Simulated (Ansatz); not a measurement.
Ansatz results at the PBE0-D4/def2-TZVP geometry: HOMO energy (B3LYP/def2-TZVPP) -7.38 eV; HOMO–LUMO gap (PBE0/def2-TZVPP) 8.40 eV; LUMO energy (B3LYP/def2-TZVPP) 0.54 eV.

Each molecule was computed in one conformer, which needn't be the lowest.

(1) Which molecule gave them?
A. `CC[SiH2]O[SiH3]`
B. `CN(C)[SiH]([SiH3])Cl`
C. `CN[SiH2]NC`
D. `CC(C)[Si](Cl)(C(C)C)C(C)C`

Results:

(1) D. The others give `CC[SiH2]O[SiH3]`: -7.98, 8.24, -0.14; `CN(C)[SiH]([SiH3])Cl`: -6.66, 6.79, -0.23; `CN[SiH2]NC`: -6.38, 7.64, 0.77.

B3LYP here is the variant with VWN-RPA as its local correlation; programs differ in this.
